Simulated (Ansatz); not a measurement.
Relaxation of Cl$_{3}$F$_{2}$H$_{3}$PTa (10 atoms, charge 0, multiplicity 1), to a largest force component of 0.03 eV/Å in at most 50 steps.

Theory: RHF/def2-SVP (Ansatz).

```xyz
10
Properties=species:S:1:pos:R:3:forces:R:3
Ta -0.331 -0.275 -0.080 0.85 -0.13 0.08
F 1.533 -0.283 0.282 -1.16 -0.43 -0.39
Cl -0.634 -0.803 2.180 0.00 0.00 0.04
Cl 0.256 0.267 -2.281 0.01 0.02 0.01
Cl -1.990 1.312 -0.041 0.00 0.04 0.02
F -1.058 -1.877 -0.608 0.05 0.08 0.02
P 1.667 2.474 1.431 0.14 -0.15 -0.03
H 1.880 2.593 2.818 -0.01 0.00 0.00
H 2.517 3.522 1.029 -0.02 0.01 -0.02
H 2.530 1.382 1.181 0.15 0.57 0.27
```

Problem. Where does it end, and by what steps?

Solution. The forces met the threshold. After 13 steps the energy has fallen by 0.622 eV; H9 moved furthest, 1.08 Å. Joined: Ta1–P7 (3.72 → 2.84 Å).

```json
{"step": "0", "energy less start (eV)": "0.0000", "largest force component (eV/Å)": "1.159", "accepted": "yes"}
{"step": "1", "energy less start (eV)": "-0.1307", "largest force component (eV/Å)": "0.276", "accepted": "yes"}
{"step": "2", "energy less start (eV)": "-0.1767", "largest force component (eV/Å)": "0.424", "accepted": "yes"}
{"step": "3", "energy less start (eV)": "-0.1933", "largest force component (eV/Å)": "0.635", "accepted": "yes"}
{"step": "4", "energy less start (eV)": "-0.2363", "largest force component (eV/Å)": "0.199", "accepted": "yes"}
{"step": "5", "energy less start (eV)": "-0.2509", "largest force component (eV/Å)": "0.566", "accepted": "yes"}
{"step": "6", "energy less start (eV)": "-0.3122", "largest force component (eV/Å)": "0.627", "accepted": "yes"}
{"step": "7", "energy less start (eV)": "-0.4112", "largest force component (eV/Å)": "0.432", "accepted": "yes"}
{"step": "8", "energy less start (eV)": "-0.5420", "largest force component (eV/Å)": "0.406", "accepted": "yes"}
{"step": "9", "energy less start (eV)": "-0.5795", "largest force component (eV/Å)": "0.625", "accepted": "yes"}
{"step": "10", "energy less start (eV)": "-0.6019", "largest force component (eV/Å)": "0.256", "accepted": "yes"}
{"step": "11", "energy less start (eV)": "-0.6204", "largest force component (eV/Å)": "0.262", "accepted": "yes"}
{"step": "12", "energy less start (eV)": "-0.6218", "largest force component (eV/Å)": "0.061", "accepted": "yes"}
{"step": "13", "energy less start (eV)": "-0.6221", "largest force component (eV/Å)": "0.014", "accepted": "yes"}
```

```xyz
10
Properties=species:S:1:pos:R:3
Ta -0.083 -0.084 0.104
F 1.530 -1.040 0.201
Cl -0.412 -0.629 2.373
Cl 0.701 0.816 -1.930
Cl -1.706 1.619 0.257
F -1.138 -1.417 -0.616
P 1.589 1.932 1.200
H 1.288 2.368 2.495
H 1.656 3.143 0.503
H 2.945 1.603 1.324
```

Whether the end is a true minimum wasn't checked by a vibrational analysis.

Run time: 27 s on 4 threads of Intel(R) Xeon(R) 6975P-C (Granite Rapids), with other jobs on the host, peak memory 0.48 GiB.
